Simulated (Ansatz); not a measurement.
Input file for Ansatz (a quantum-chemistry and plane-wave program): U-CAM-B3LYP/def2-TZVPP on TcC, 2S+1 = 4, a spin state set in the input, which need not be the lowest, a point of a bond scan (R = 1.642 Å). Elements past Kr take the def2 small-core potentials; no spin–orbit coupling.

Ansatz 0.2 input:
```yaml
crystal:
  periodic: [false, false, false]
  atoms:
    - {symbol: Tc, position_ang: [0.00000000, 0.00000000, 0.00000000]}
    - {symbol: C, position_ang: [0.00000000, 0.00000000, 1.64180500]}
basis:
  gaussian:
    orbitals: def2-TZVPP
    pivot_positions_ang: [[0.00000000, 0.00000000, 0.00000000], [0.00000000, 0.00000000, 1.64180500]]
hamiltonian:
  xc: {name: CAM-B3LYP}
magnetization: {spin_polarized: true, initial_magnetization: 3}
output: {forces: true, orbitals: {seedname: ./end}}
```

The head of its log:

```
WARN ansatz: RAYON_NUM_THREADS=1 ignored (pool sized by the plan → 1); use --threads N
Functional definition: CAM-B3LYP
integrals: 0.02 GiB planned
538 factors; their error is unknown
integrals: 0.05 GiB planned
142 factors; integrals over basis functions are off by at most 1.0e-5 eV
mean field: 0.31 GiB planned
mean field evaluation 1: about -3225.3964 eV, gradient 3.3e1 eV
mean field evaluation 2: about -3212.1126 eV, gradient 6.2e1 eV
```

**Question.** Give the final energy of this run.

**Answer.** -118.7060 hartree.
